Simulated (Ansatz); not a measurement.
Geometry optimisation, DFT PBEsol, scalar-relativistic, plane waves, PAW (Ansatz).

Input file:

```yaml
crystal:
  lattice:
    - [5.9, 0.0, 0.0]
    - [-4.425, 7.664325, 0.0]
    - [0.0, 0.0, 4.6846]
  atoms:
    - { symbol: Ti, position: [0.0, 0.0, 0.0] }
    - { symbol: Ti, position: [0.1666667, 0.2222222, 0.5] }
    - { symbol: Ti, position: [0.0, 0.3333333, 0.0] }
    - { symbol: Ti, position: [0.1666667, 0.5555556, 0.5] }
    - { symbol: Ti, position: [0.0, 0.6666667, 0.0] }
    - { symbol: Ti, position: [0.1666667, 0.8888889, 0.5] }
    - { symbol: Ti, position: [0.5, 0.0, 0.0] }
    - { symbol: Ti, position: [0.6666667, 0.2222222, 0.5] }
    - { symbol: Ti, position: [0.5, 0.3333333, 0.0] }
    - { symbol: Ti, position: [0.6666667, 0.5555556, 0.5] }
    - { symbol: Ti, position: [0.5, 0.6666667, 0.0] }
    - { symbol: Ti, position: [0.6666667, 0.8888889, 0.5] }
    - { symbol: H, position: [0.3366931, 0.4382128, 0.2538002] }
basis:
  ecutwfc: 420.0
kpoints:
  mp_grid: { grid: [3, 2, 4] }
hamiltonian:
  xc: pbesol
scf:
  occupations: { method: gaussian, width: 0.05 }
  lower_state_search: "off"
relax:
  f_tol: 0.03
  max_steps: 60
  adjacent_minimum: "off"
output:
  write_density: true
  write_potential: true
  elf: true
  volumetric_format: npy
```

Launched with:

```bash
$ ansatz run input.yaml --threads 4 --pin off --max-ram 10240MiB --backend cpu --events-out ev --progress --plain --runs-dir out
```

Where does it end, and by what steps?

The forces met the threshold. Limits of this set-up: coarse k mesh, odd electron count without spin. After 3 steps the energy has fallen by 0.062 eV; H13 moved furthest, 0.06 Å.

```tsv
step	energy less start (eV)	largest force component (eV/Å)	accepted
0	0.0000	0.379	yes
1	-0.0257	0.407	yes
2	-0.0611	0.048	yes
3	-0.0622	0.018	yes
```

```xyz
13
Lattice="5.9000 0.0000 0.0000 -4.4250 7.6643 0.0000 0.0000 0.0000 4.6846" Properties=species:S:1:pos:R:3
Ti 0.003 -0.011 -0.018
Ti 0.003 1.669 2.315
Ti -1.505 2.530 -0.015
Ti -1.519 4.273 2.346
Ti -2.944 5.134 0.000
Ti -2.952 6.807 2.364
Ti 2.960 -0.002 -0.020
Ti 2.951 1.672 2.348
Ti 1.523 2.534 0.004
Ti 1.512 4.275 2.361
Ti 0.004 5.139 0.027
Ti 0.004 6.816 2.360
H 0.008 3.399 1.173
```

Run time: 28 s on 4 threads of Arm Neoverse V1, on a shared host, peak memory 0.84 GiB.
